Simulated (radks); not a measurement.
The numbers below are computed, except where a source is named.
The tantalum ion Ta+, 72 electrons, occupied as [Xe] 4f12 5d3 6s1 6p2 (not the ground configuration). Code: a radial shooting solver on a logarithmic mesh with Libxc functionals. Model: Dirac Kohn-Sham, LDA (Slater exchange, Perdew-Wang correlation), spin-unpolarised, spherical densities, finite nucleus; open shells are shared between the two j in proportion to 2j + 1; Fermi nuclear charge, rms radius 5.3507 fm. Some entries of the table are withheld. Estimate them.

orbital,occ.,eigenvalue (eV),<r^2> (bohr^2)
1s1/2,2,-67231.95,0.0004795
2s1/2,2,-11576.35,0.007328
2p1/2,2,-11070.85,0.005237
2p3/2,4,-9802.369,0.006441
3s1/2,2,-2682.321,0.04796
3p1/2,2,-2456.599,0.04404
3p3/2,4,-2183.675,0.05067
3d3/2,4,(1),(2)
3d5/2,6,(3),(4)
4s1/2,2,-575.4451,0.2365
4p1/2,2,-482.2111,0.2439
4p3/2,4,-418.4514,0.2792
4d3/2,4,-264.5381,0.3036
4d5/2,6,-252.7123,0.3167
5s1/2,2,-97.3680,1.269
5p1/2,2,-68.7500,(5)
4f5/2,5.14286,-60.1674,0.4374
5p3/2,4,-58.5754,(6)
4f7/2,6.85714,-58.0007,0.4496
5d3/2,1.2,-20.4197,3.329
5d5/2,1.8,-19.3773,3.521
6s1/2,1,-16.2189,8.232
6p1/2,0.666667,-10.3958,(7)
6p3/2,1.33333,-9.2609,(8)

Answer. 
(1) 3d3/2 eigenvalue (eV): -1800.131
(2) 3d3/2 <r^2> (bohr^2): 0.03937
(3) 3d5/2 eigenvalue (eV): -1740.660
(4) 3d5/2 <r^2> (bohr^2): 0.04119
(5) 5p1/2 <r^2> (bohr^2): 1.519
(6) 5p3/2 <r^2> (bohr^2): 1.771
(7) 6p1/2 <r^2> (bohr^2): 11.94
(8) 6p3/2 <r^2> (bohr^2): 13.85
